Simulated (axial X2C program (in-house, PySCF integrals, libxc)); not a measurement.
# Curves of As₂⁻ by EOM-EA-CCSD

Computed with an axial X2C code built on PySCF integrals: two-component X2C with atomic mean-field Coulomb and Gaunt terms, Gaussian nuclei, basis As dyall-acv3z with contracted cores.

Energies in eV from the lowest point of the lowest state; states are followed by energy order within each Ω, g and u pooled. Reference: As₂, 10 electrons correlated in 92 virtual spinors with an MP2 remainder; levels at this size can be off by some tenths of an eV. Masses 74.922 and 74.922 u.

```
R (Å)  (1)Ω=1/2  (1)Ω=3/2
1.917    1.1602    1.2751
2.001    0.5014    0.6214
2.084    0.1409    0.2661
2.178    0.0000    0.1273
2.272    0.0522    0.1818
2.397    0.3132    0.4446
```

Question: Fit the curves (1)Ω=1/2, (1)Ω=3/2 near their minima.

Answer: At EOM-EA-CCSD from As₂ (the fit fixes ωe to about one per cent; ωe of higher roots by this method can be off by ten per cent):

```tsv
state	Te (cm⁻¹)	Re (Å)	ωe (cm⁻¹)
(1)Ω=1/2	0	2.194	385.9
(1)Ω=3/2	1030	2.193	385.3
```

For As₂ at CCSD, and between the minima:

Re = 2.109 Å, ωe = 444.5 cm⁻¹; removing the electron costs 0.616 eV without zero-point terms.

T1 of the reference reaches 0.026 (Lee–Taylor). Curves followed by order can swap character. Number of frozen shells: As 3 s, 2 p, 1 d. Roots with under 60 % one-particle weight at any point are counted in the labels but not shown, and the list ends where the roots sought for some Ω run out; states that need a further excitation are missing and may lie low or lowest. Curves with a minimum but no constants failed the fit check.
